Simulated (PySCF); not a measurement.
Numbering as in the mapped SMILES `[CH2:1]=[CH:2][c:3]1[cH:4][c:5]([SiH3:6])[cH:7][p:8]1[NH2:9]`; H(Xn) means a hydrogen on atom n. Ha(C1) is cis to C3; Hb(C1) is trans to C3.

[PySCF 2.14: GFN2-xTB geometry; NMR shieldings at PBE0/pcSseg-1/GIAO; fast rotation and ring inversion assumed for equivalent nuclei; one computed conformer; isolated molecule; relativity neglected]

Task: List the cross peaks expected in HSQC, COSY and HMBC spectra.

Result: 

HSQC (one-bond C–H):
```
           δH          δC
 7.27 (H(C7))  161.0 (C7)
 6.94 (H(C2))  141.2 (C2)
 6.66 (H(C4))  143.1 (C4)
5.85 (Ha(C1))  124.0 (C1)
5.44 (Hb(C1))  124.0 (C1)
```

COSY cross peaks (H two or three bonds apart, from the bond graph; peaks can be absent where the dihedral angle is near 90°):
```
           δH             δH
 6.94 (H(C2))  5.85 (Ha(C1))
 6.94 (H(C2))  5.44 (Hb(C1))
5.85 (Ha(C1))  5.44 (Hb(C1))
```

HMBC (two and three bonds, from the bond graph):
```
           δH                                              δC
 7.27 (H(C7))              167.9 (C3), 148.9 (C5), 143.1 (C4)
 6.94 (H(C2))              167.9 (C3), 143.1 (C4), 124.0 (C1)
 6.66 (H(C4))  167.9 (C3), 161.0 (C7), 148.9 (C5), 141.2 (C2)
5.85 (Ha(C1))                          167.9 (C3), 141.2 (C2)
5.44 (Hb(C1))                          167.9 (C3), 141.2 (C2)
4.33 (H(Si6))              161.0 (C7), 148.9 (C5), 143.1 (C4)
```

δ = σ(ref) − σ, references computed at the same level: $^{1}$H (σ = 31.72 ppm) and $^{13}$C (σ = 186.93 ppm) vs TMS.

Short H···H contacts in this conformer between protons four or more bonds apart (candidates for NOE cross peaks, intensity ∝ r⁻⁶): H(C2)···H(C4) 2.62 Å.

OH/NH shifts are gas-phase values; hydrogen bonding in solution moves them, usually downfield. Shifts are as computed. Against solution values, carbons near 30 ppm lie about +3 ppm off and those near 130 ppm about +5 ppm. Of 1211 compounds with measured shifts, 218 miss one by over three times the rms of a fit or turn the order of signals round; such compounds aren't used in these exercises.
